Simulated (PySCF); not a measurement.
Stepwise substitution at one centre (Al CH3-SH). Isolated molecules, 0 K electronic values unless said otherwise. One relaxed conformer stands for each flexible species; it need not be the lowest. Strings in code marks are SMILES.

The T1 excitation (TDA) from two functionals at the same geometries (CAM-B3LYP-D3(BJ)/def2-TZVP), both in PySCF: PBE-D3(BJ)/def2-TZVP and CAM-B3LYP-D3(BJ)/def2-TZVP. Excitations are Tamm–Dancoff values on a coarser integration grid. The basis has no diffuse functions, so Rydberg states are missing or too high.

```tsv
species	PBE-D3(BJ)/def2-TZVP (eV)	CAM-B3LYP-D3(BJ)/def2-TZVP (eV)
0 of 3 CH3 replaced by SH	4.93	5.51
1 of 3 CH3 replaced by SH (`[CH3][Al]([CH3])[SH]` (C–Al–S–H torsion 179°))	4.72	5.46
2 of 3 CH3 replaced by SH	4.78	5.50
3 of 3 CH3 replaced by SH (`[SH][Al]([SH])[SH]`)	4.93	5.57
```

Over these rows, drawn at random from the members with no instability flagged (it was tested for open shells, ions and some series alone), PBE minus CAM-B3LYP-D3(BJ): mean -0.67 eV, from -0.74 eV to -0.58 eV.
